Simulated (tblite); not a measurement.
F₆Nb, charge -1, singlet, at a GFN2-xTB geometry (such geometries of metal compounds can be far from the true shape); GFN1-xTB in tblite.

tblite was given this input:
```
$ tblite run mol.xyz --method gfn1 --charge -1 --spin 0 --spin-polarized --json tblite.json --no-restart

# file mol.xyz
7

Nb     0.00000000     0.00000000    -0.00000000
F      1.11527446    -0.47737769    -1.40718583
F     -1.11527446     0.47737769     1.40718583
F     -1.17152260     0.79987238    -1.19984896
F     -0.91410953    -1.60754884    -0.17913416
F      0.91410953     1.60754884     0.17913416
F      1.17152260    -0.79987238     1.19984896
```

**Question.** Predict the main parts of the log of this tblite run.

**Answer.** 
```
xTB calculator
 | screened Coulomb repulsion
 | Coulomb electrostatics
 |  * isotropic Klopman-Ohno-Mataga-Nishimoto electrostatics
 |  * onsite third-order electrostatics
 | DFT-D3(BJ) dispersion correction
 | Interactions (1)
 | [1] spin polarization

halogen bonding energy    0.0000000000000E+00 Eh
repulsion energy          2.5329375839813E-02 Eh
dispersion energy        -1.8297680684755E-03 Eh
interaction energy        0.0000000000000E+00 Eh
number of electrons       4.8000000000000E+01 e
integral cutoff           4.0000000000000E+01 bohr

------------------------------------------------------------
  cycle        total energy    energy error   density error
------------------------------------------------------------
      1     -32.85855752145  -3.2882057E+01   7.0337734E-01
      2     -33.21803411999  -3.5947660E-01   2.9346215E-01
      3     -33.14600197485   7.2032145E-02   3.0328360E-01
      4     -32.26356522117   8.8243675E-01   1.0867567E+00
      5     -33.27332147335  -1.0097563E+00   3.2027273E-02
      6     -33.26832521604   4.9962573E-03   6.9125591E-02
      7     -33.27372266374  -5.3974477E-03   3.5865345E-02
      8     -33.27438750617  -6.6484244E-04   2.8483329E-02
      9     -33.27541837182  -1.0308656E-03   9.7187224E-03
     10     -33.27553593579  -1.1756397E-04   3.4922827E-03
     11     -33.27555033647  -1.4400679E-05   1.4808182E-03
     12     -33.27555295169  -2.6152154E-06   6.2534072E-04
     13     -33.27555351879  -5.6710701E-07   5.7590175E-05
     14     -33.27555352371  -4.9171760E-09   5.7784913E-06
------------------------------------------------------------

electronic energy        -3.3299053131482E+01 Eh
total energy             -3.3275553523711E+01 Eh

Post processing:
 | Mayer-Wiberg bond orders

[Info] JSON dump of results written to 'tblite.json'
```
